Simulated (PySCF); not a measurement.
**Vanadium: a sound run and one with changed settings**

Sound run: V⁺ [Ar] 3d4, V²⁺ [Ar] 3d3. All numbers are calculated (PySCF 2.14, no relativity, point nucleus, in def2-SVP (5s3p2d1f, 31 functions)). In the sound run the correlated levels freeze [Ar]. The sound run starts from symmetry-adapted Hartree-Fock orbitals and uses a fine grid where one is needed.

Changed run: the spin-free X2C one-electron Hamiltonian (Gaussian nucleus). This setting is unsound on purpose.

```tsv
species	method	sound run (hartree)	changed run (hartree)	converged
V⁺	UHF	-942.53004	-946.96351	yes
V⁺	B3LYP	-943.54161	-947.97441	yes
V⁺	r2SCAN	-943.49569	-947.92869	yes
V⁺	MP2	-942.56063	-946.99416	yes
V²⁺	UHF	-942.04960	-946.48463	yes
V²⁺	B3LYP	-942.99639	-947.43081	yes
V²⁺	r2SCAN	-942.95831	-947.39288	yes
V²⁺	MP2	-942.05964	-946.49468	yes
```

Ionisation energy of V⁺:

| method | sound run (eV) | changed run (eV) |
| --- | --- | --- |
| UHF | 13.074 | 13.031 |
| B3LYP | 14.836 | 14.792 |
| r2SCAN | 14.623 | 14.580 |
| MP2 | 13.633 | 13.592 |
| SCS-MP2 | 13.260 | 13.218 |

Most of the change in total energy is the relativistic energy itself. On top of that the contraction fixes the core shape for the Hamiltonian it was made with, so the changed run is not a good calculation with the other Hamiltonian either.

For comparison, NIST gives 14.634 ± 0.007 eV between the lowest levels.
